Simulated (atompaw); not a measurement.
**What one change does to a pseudopotential (lanthanum (La), PAW (atompaw))**

* Element: lanthanum (La)
* Generator: atompaw 4.2.0.5
* Type: PAW
* Functional: PBE
* Relativity: scalar-relativistic
* Frozen core: [Kr] 4d10
* Valence charge: 11
* Reference configuration: 4f0 5s2 5p6 5d1 6s1.75 6p0 (charge +0.25)
* Partial waves: 5s (bound): rc 2.05 bohr; 6s (bound): rc 3.00 bohr; 5p (bound): rc 2.25 bohr; 6p (bound, empty): rc 3.00 bohr; 5d (bound): rc 3.00 bohr; 5d channel at 0.05 Ry: rc 3.00 bohr; 4f (bound, empty): rc 1.80 bohr; 4f channel at -0.05 Ry: rc 1.80 bohr
* Local potential: troulliermartins scheme with l = 4 at 0 Ry, radius 2.85 bohr
* Core correction: smooth core density matched at 2.95 bohr
* Augmentation charge: besselshape compensation charge, radius 2.70 bohr; PAW radius 3.00 bohr; waves and projectors: custom polynom2 7 10 vanderbiltortho

All-electron outer shells of the reference configuration (PBE, scalar-relativistic, ld1.x):

```json
{"shell": "4p", "level (eV)": "-201.36", "outermost node (bohr)": "0.34", "outermost maximum (bohr)": "0.63"}
{"shell": "4d", "level (eV)": "-105.21", "outermost node (bohr)": "0.32", "outermost maximum (bohr)": "0.68"}
{"shell": "5s", "level (eV)": "-40.28", "outermost node (bohr)": "0.77", "outermost maximum (bohr)": "1.41"}
{"shell": "5p", "level (eV)": "-23.75", "outermost node (bohr)": "0.83", "outermost maximum (bohr)": "1.58"}
{"shell": "4f", "level (eV)": "-5.70", "outermost node (bohr)": "–", "outermost maximum (bohr)": "0.75"}
{"shell": "6s", "level (eV)": "-4.79", "outermost node (bohr)": "1.86", "outermost maximum (bohr)": "3.79"}
{"shell": "5d", "level (eV)": "-4.36", "outermost node (bohr)": "0.95", "outermost maximum (bohr)": "2.21"}
{"shell": "6p", "level (eV)": "-2.31", "outermost node (bohr)": "2.20", "outermost maximum (bohr)": "4.80"}
```

Change: local potential troulliermartins scheme with l = 4 at 0 Ry, radius 2.70 bohr.

Cutoffs: the cutoffs (Ry, on a coarse ladder) from which the occupation-weighted sum of valence levels, in a spherical-Bessel basis at the reference potential, stays within 10 and 1 mRy of its value at 400 Ry; they do not see the model core or the augmentation charge, which bear on the density cutoff.

Problem. What does the change do?

Solution. The potential gets neither clearly harder nor softer (18 Ry and 25 Ry → 18 Ry and 25 Ry); the range in which the d phases agree narrows (upper end at the end of the scan → 3.0); neither file shows a bound ghost.

```csv
quantity,base,changed
"cutoff, loose",18 Ry,18 Ry
"cutoff, tight",25 Ry,25 Ry
bound ghosts,none,none
s: phases at 3.00 bohr within 0.05 rad from the reference energy up to (Ry; the scan ends near 5),0.2,0.1
p: phases at 3.00 bohr within 0.05 rad from the reference energy up to (Ry; the scan ends near 5),0.5,0.5
d: phases at 3.00 bohr within 0.05 rad from the reference energy up to (Ry; the scan ends near 5),to the end of the scan,3.0
f: phases at 3.00 bohr within 0.05 rad from the reference energy up to (Ry; the scan ends near 5),4.4,4.9
lowest overlap eigenvalue by channel,"s 0.36, p 0.42, d 0.89, f 0.98","s 0.36, p 0.42, d 0.90, f 0.98"
```

 The cutoffs see the waves, projectors and local potential, not the compensation charge or the core.
